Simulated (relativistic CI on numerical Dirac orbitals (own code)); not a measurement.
## Tl XLIV: q coefficients and field-shift factors

Method of calculation: Dirac-Coulomb-Breit CI, KLI orbitals optimised for each configuration, derivatives by finite differences, unscaled Slater integrals, QED left out (own radial code, finite nucleus).

CI space (outside the closed core [Ar] 3d10): 4s2 4p6 4d2, 4s2 4p6 4d 4f, 4s2 4p5 4d3, 4s 4p6 4d2 4f, 4s2 4p6 4f 5s, 4s2 4p6 4f2, 4s 4p6 4f3, 4p6 4d4, 4p5 4d5. Double excitations out of closed p, d and f shells are left out; levels of such configurations are missing from the list, as are those of other unlisted configurations, and high levels can miss mixing partners.

With x = (α/α₀)² − 1 an excitation energy changes as ω = ω₀ + qx; K = 2q/ω₀ is the relative enhancement. Terms are leading LS components, so labels can repeat. The field-shift factor is F = δν/δ⟨r²⟩ for the transition from the lowest level.

Lowest level 4s2 4p6 4d2 3F_2.

```
            Level  ω₀ (cm⁻¹)  q (cm⁻¹)  F (GHz/fm²)
 4s2 4p6 4d2 3P_0      78429      6896        0.546
 4s2 4p6 4d2 3F_3     233637    250500         9.75
 4s2 4p6 4d2 3P_2     270641    249700         10.1
 4s2 4p6 4d2 3P_1     284167    251900         10.3
 4s2 4p6 4d2 1G_4     285658    254400         10.4
 4s2 4p6 4d2 3F_4     498458    498100         19.7
 4s2 4p6 4d2 3P_2     525125    502900         20.1
 4s2 4p6 4d2 1S_0     607604    498400         19.9
4s2 4p5 4d3 3D°_2    1460025     88760         15.7
4s2 4p5 4d3 5D°_1    1477749    101500         16.9
4s2 4p5 4d3 5D°_0    1494395     91650         17.7
4s2 4p5 4d3 3F°_3    1507479     87780           15
4s2 4p5 4d3 5F°_3    1654923    330100         24.5
4s2 4p5 4d3 5S°_2    1676686    336700         24.4
4s2 4p5 4d3 5G°_4    1680090    335700         24.2
4s2 4p5 4d3 3F°_2    1698188    339200         26.4
4s2 4p5 4d3 5D°_1    1705956    336300         25.4
4s2 4p5 4d3 3G°_5    1714149    337100         24.1
4s2 4p5 4d3 3G°_3    1717793    335600         26.4
4s2 4p5 4d3 3F°_4    1719784    332900         26.2
4s2 4p5 4d3 3P°_0    1720050    325200         25.7
4s2 4p5 4d3 3H°_6    1724308    328300         23.1
4s2 4p5 4d3 3G°_4    1751642    335100         25.6
```

At this charge energies of transitions that change n are usually good to better than 1 %, and those within a shell (Δn = 0) to a few per cent.

**Question.** Which transition from the lowest level has the largest |K|?

**Answer.** 4s2 4p6 4d2 3F_3 at 233637 cm⁻¹, K = 2.14.
